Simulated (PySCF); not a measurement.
**N³⁺ (nitrogen, charge +3) across methods**

[He] 2s2, closed-shell 1S. Calculation: PySCF 2.14, in aug-cc-pwCVTZ (7s6p4d2f, 59 functions); the non-relativistic Hamiltonian (point nucleus).

```json
{"method": "PBE", "E (hartree)": "-51.1286", "mean ε 1s (eV)": "-450.56", "mean ε 2s (eV)": "-68.079", "Σ⟨r²⟩ (bohr²)": "3.018", "⟨S²⟩": "0.000"}
{"method": "wB97M-V", "E (hartree)": "-51.2239", "mean ε 1s (eV)": "-464.46", "mean ε 2s (eV)": "-72.673", "Σ⟨r²⟩ (bohr²)": "3.026", "⟨S²⟩": "0.000"}
{"method": "LDA", "E (hartree)": "-50.7196", "mean ε 1s (eV)": "-447.30", "mean ε 2s (eV)": "-67.760", "Σ⟨r²⟩ (bohr²)": "3.039", "⟨S²⟩": "0.000"}
{"method": "TPSS", "E (hartree)": "-51.2055", "mean ε 1s (eV)": "-453.64", "mean ε 2s (eV)": "-68.439", "Σ⟨r²⟩ (bohr²)": "3.013", "⟨S²⟩": "0.000"}
{"method": "PBE0", "E (hartree)": "-51.1409", "mean ε 1s (eV)": "-461.36", "mean ε 2s (eV)": "-70.141", "Σ⟨r²⟩ (bohr²)": "3.020", "⟨S²⟩": "0.000"}
{"method": "wB97X", "E (hartree)": "-51.2075", "mean ε 1s (eV)": "-461.56", "mean ε 2s (eV)": "-72.805", "Σ⟨r²⟩ (bohr²)": "3.014", "⟨S²⟩": "0.000"}
{"method": "UHF", "E (hartree)": "-51.08083", "mean ε 1s (eV)": "-493.06", "mean ε 2s (eV)": "-75.286", "Σ⟨r²⟩ (bohr²)": "3.042", "⟨S²⟩": "0.000"}
{"method": "PBEsol", "E (hartree)": "-50.9317", "mean ε 1s (eV)": "-448.80", "mean ε 2s (eV)": "-67.813", "Σ⟨r²⟩ (bohr²)": "3.029", "⟨S²⟩": "0.000"}
```

**Question.** Estimate the same row for r2SCAN.

**Answer.** E (hartree) = -51.1580; mean ε 1s (eV) = -455.22; mean ε 2s (eV) = -68.481; Σ⟨r²⟩ (bohr²) = 3.029; ⟨S²⟩ = 0.000.
